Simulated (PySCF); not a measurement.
Compound: C3H9GeNOS.
SMILES: `CN([C]([GeH2][SH])=O)C`

Method: TDDFT CAM-B3LYP/def2-SVPD, vertical, gas phase, core orbitals frozen in the response (PySCF). The structure is a single PBE0-D3(BJ)/def2-SVP conformer in the gas phase; no vibrational or solvent corrections. Relativistic effects, spin–orbit coupling among them, are left out although an element past zinc is present. Torsions of this conformer, `[CH3:1][N:2]([CH3:3])[C:4](=[O:5])[GeH2:6][SH:7]`: C1–N2–C4–O5 -178°, N2–C4–Ge6–S7 58°, H–S7–Ge6–C4 53°.

```tsv
state	E (eV)	ν̃ (cm⁻¹)	f	|μ| (D)	main configurations (H = HOMO, L = LUMO)
S1	4.80	38730	0.014	0.87	H→L (70%)
S2	5.74	46260	0.031	1.19	H-2→L (43%), H→L+1 (16%), H→L (10%)
S3	5.92	47730	0.0033	0.38	H→L+1 (35%), H-2→L (22%), H-2→L+1 (12%)
S4	6.19	49890	0.134	2.39	H-1→L (80%)
S5	6.58	53080	0.034	1.17	H→L+1 (31%), H-2→L+1 (23%), H→L+3 (20%)
S6	6.72	54200	0.020	0.88	H-1→L+1 (68%), H-1→L+2 (11%), H-1→L+3 (10%)
S7	6.85	55230	0.019	0.85	H→L+2 (24%), H-2→L (18%), H-2→L+1 (15%)
S8	7.15	57690	0.026	0.98	H-1→L+2 (64%), H-1→L+1 (14%)
S9	7.18	57870	0.035	1.14	H-2→L+3 (26%), H→L+2 (23%), H→L+4 (18%)
S10	7.21	58150	0.071	1.62	H→L+5 (19%), H→L+3 (14%), H-2→L+2 (13%)
```

Triplets, Tamm–Dancoff:

| state | E (eV) | λ (nm) | main configurations (H = HOMO, L = LUMO) |
| --- | --- | --- | --- |
| T1 | 4.24 | 292.1 | H→L (65%), H→L+3 (9%) |
| T2 | 4.61 | 269.2 | H-1→L (62%), H-1→L+3 (13%), H-1→L+2 (11%) |
| T3 | 5.29 | 234.2 | H-2→L (46%), H→L (13%), H→L+1 (12%) |
| T4 | 5.52 | 224.8 | H→L+1 (30%), H-2→L+1 (14%), H-2→L (13%) |

The lowest singlet lies at 4.80 eV (258 nm, ultraviolet) and is weak; its leading configuration is HOMO→LUMO (70%). The most intense listed level is S4 at 6.19 eV (200 nm, f = 0.134), 1.38 eV above S1. Löwdin shares by element: HOMO oxygen 35%, sulfur 30%, carbon 12% or more, germanium 10%; LUMO sulfur 28%, germanium 22%, carbon 15% or more, oxygen 13% (atoms not listed hold the other 22%). Orbital energies (eV): HOMO-3 -10.67, HOMO-2 -9.06, HOMO-1 -8.71, HOMO -8.32, LUMO 0.25, LUMO+1 0.73, LUMO+2 1.19. Weighted by f, the mean energy of these states is 6.54 eV. The oscillator strengths of these states sum to 0.387; summed over the whole spectrum of an exact calculation they would give the number of electrons, 90 (Thomas–Reiche–Kuhn). The vertical ionisation energy (ΔSCF) is 8.95 eV, 1.74 eV above S10. Only the lowest 10 singlets were computed, as vertical energies without vibronic structure.
